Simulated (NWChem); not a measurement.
# Correlation energy of AlP

SMILES: [Al]=[P]
```xyz
2

Al     0.0000     0.0000     1.1825
P      0.0000     0.0000    -1.0249
```
Charge 0, spin multiplicity 3.

The numbers come from NWChem runs, not from measurements. Structure: optimised with UPBE0/def2-SVP, a minimum by its harmonic frequencies.

Basis set: STO-3G. Each correlation energy counts from its own Hartree-Fock reference.

The correlated methods keep 10 core orbitals frozen. This spin state was chosen for the runs; another may lie lower. The structure started from a generated list of species. The unpaired electrons of the parent sit in orbitals of symmetry a1 and b2 (C2v labels of the run); other states weren't searched. No SCF solution was tested for a lower state. Open-shell Hartree-Fock references start from PBE0 orbitals. No row is a measurement; the coupled-cluster row has its own basis-set and correlation limits.

```tsv
method	correlation energy (mHa)	remark
CCSDT on ROHF	-71.8	large amplitudes
CCSD(T) on UHF	___	-
SCS-UMP2	___	-
CCSD on UHF	-60.9	-
CCSD[T] on UHF	-66.5	-
CCSD on ROHF	-65.8	large amplitudes
CCSD(T) on ROHF	-71.0	large amplitudes
UMP2	-39.7	-
CCSD[T] on ROHF	-72.5	large amplitudes
```

Task: What belongs in the gaps?

Result: 
- CCSD(T) on UHF, correlation energy (mHa): -65.1
- SCS-UMP2, correlation energy (mHa): -41.5
